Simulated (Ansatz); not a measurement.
Geometry optimisation, RKS LDA/def2-SVP in Ansatz.

Input:

```yaml
crystal:
  periodic: [false, false, false]
  atoms:
    - { symbol: B, position_ang: [-1.0308, -0.9461, 1.0839] }
    - { symbol: C, position_ang: [0.2971, -1.173, 0.3103] }
    - { symbol: C, position_ang: [1.0175, 0.1221, -0.0605] }
    - { symbol: B, position_ang: [0.4227, 0.9374, -1.2384] }
    - { symbol: Se, position_ang: [-0.3166, 2.7944, -0.9532] }
    - { symbol: H, position_ang: [-1.4415, 0.2162, 1.3] }
    - { symbol: H, position_ang: [-1.718, -1.8114, 1.4219] }
    - { symbol: H, position_ang: [0.1428, -1.7537, -0.6098] }
    - { symbol: H, position_ang: [0.9453, -1.7611, 1.0267] }
    - { symbol: H, position_ang: [2.0782, -0.1414, -0.3572] }
    - { symbol: H, position_ang: [1.1338, 0.774, 0.8691] }
    - { symbol: H, position_ang: [0.2229, 0.424, -2.2733] }
    - { symbol: H, position_ang: [-1.7329, 2.2837, -0.5047] }
basis:
  gaussian: { orbitals: def2-SVP }
hamiltonian:
  xc: lda
relax:
  f_tol: 0.02
  max_steps: 50
output:
  orbitals: {}
```

Command:

```bash
$ ansatz run input.yaml --threads 2 --pin off --max-ram 3072MiB --backend cpu --events-out ev --progress --plain --runs-dir out
```

**Question.** Where does it end, and by what steps?

**Answer.** It converged. After 25 steps the energy has fallen by 1.245 eV; Se5 moved furthest, 1.05 Å.

| step | energy less start (eV) | largest force component (eV/Å) | accepted |
| --- | --- | --- | --- |
| 0 | 0.0000 | 1.630 | yes |
| 1 | -0.2196 | 1.221 | yes |
| 2 | -0.3401 | 0.293 | yes |
| 3 | -0.4227 | 0.300 | yes |
| 4 | -0.5413 | 0.575 | yes |
| 5 | -0.7002 | 0.800 | yes |
| 6 | -0.8834 | 0.755 | yes |
| 7 | -1.0603 | 0.433 | yes |
| 8 | -1.1525 | 0.238 | yes |
| 9 | -1.2073 | 0.213 | yes |
| 10 | -1.0889 | 1.158 | no |
| 11 | -1.2226 | 0.150 | yes |
| 12 | -1.2314 | 0.195 | yes |
| 13 | -1.2362 | 0.073 | yes |
| 14 | -1.2387 | 0.079 | yes |
| 15 | -1.2397 | 0.057 | yes |
| 16 | -1.2396 | 0.094 | no |
| 17 | -1.2406 | 0.033 | yes |
| 18 | -1.2416 | 0.063 | yes |
| 19 | -1.2424 | 0.068 | yes |
| 20 | -1.2432 | 0.080 | yes |
| 21 | -1.2439 | 0.076 | yes |
| 22 | -1.2446 | 0.044 | yes |
| 23 | -1.2448 | 0.041 | yes |
| 24 | -1.2448 | 0.037 | no |
| 25 | -1.2450 | 0.019 | yes |

```xyz
13
Properties=species:S:1:pos:R:3
B -1.115 -0.809 0.969
C 0.239 -1.022 0.271
C 1.083 0.200 -0.095
B 0.387 0.837 -1.335
Se -1.045 2.087 -1.220
H -1.328 0.217 1.605
H -1.943 -1.706 1.017
H 0.202 -1.782 -0.542
H 0.713 -1.597 1.126
H 2.132 -0.090 -0.329
H 1.105 0.902 0.769
H 0.612 0.485 -2.482
H -1.020 2.243 0.260
```

The run took 79 s on 2 threads of Arm Neoverse N1, with other jobs on the host, peak memory 0.17 GiB.
